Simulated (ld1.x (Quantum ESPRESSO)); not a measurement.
An all-electron radial function and its pseudo partner (C)

Columns: radius, all-electron u(r) and pseudo u(r) of the 2s shell (level -13.77 eV) of carbon in the configuration [He] 2s1.75 2p2.25; PBEsol, scalar-relativistic, RRKJ scheme, ld1.x (Quantum ESPRESSO) 7.5.

```
r (bohr)  all-electron   pseudo
   0.145        0.3497  -0.0836
   0.290        0.1727  -0.1762
   0.435       -0.1155  -0.2908
   0.580       -0.3781  -0.4328
   0.725       -0.5776  -0.5847
   0.870       -0.7108  -0.7108
   1.015       -0.7863  -0.7863
   1.160       -0.8166  -0.8166
   1.305       -0.8138  -0.8138
   1.450       -0.7879  -0.7879
   1.595       -0.7471  -0.7471
   1.740       -0.6974  -0.6974
   1.885       -0.6432  -0.6432
   2.030       -0.5876  -0.5876
   2.175       -0.5327  -0.5327
   2.320       -0.4799  -0.4799
   2.465       -0.4302  -0.4302
   2.610       -0.3839  -0.3839
   2.755       -0.3413  -0.3413
   2.900       -0.3026  -0.3026
   3.045       -0.2675  -0.2675
   3.190       -0.2359  -0.2359
   3.335       -0.2077  -0.2077
   3.480       -0.1826  -0.1826
   3.625       -0.1603  -0.1603
   3.770       -0.1406  -0.1406
```

(1) How many radial nodes do the two functions have?

(2) At about which radius was the pseudo-wave matched?

(3) Where does each function peak?

(4) Is the pseudo-wave norm-conserving?

## Answers

(1) The all-electron 2s function has n − l − 1 = 1; the pseudo-wave has 0, since the states of the same l below it are removed with the core.

(2) 0.90 bohr, where the columns begin to agree (steps of 0.14 bohr).

(3) Outermost all-electron maximum near 1.16 bohr, pseudo maximum near 1.16 bohr (to the table’s step).

(4) Yes: the RRKJ scheme keeps the norm inside the radius equal to the all-electron one, which fixes the energy derivative of the logarithmic derivative at the level.
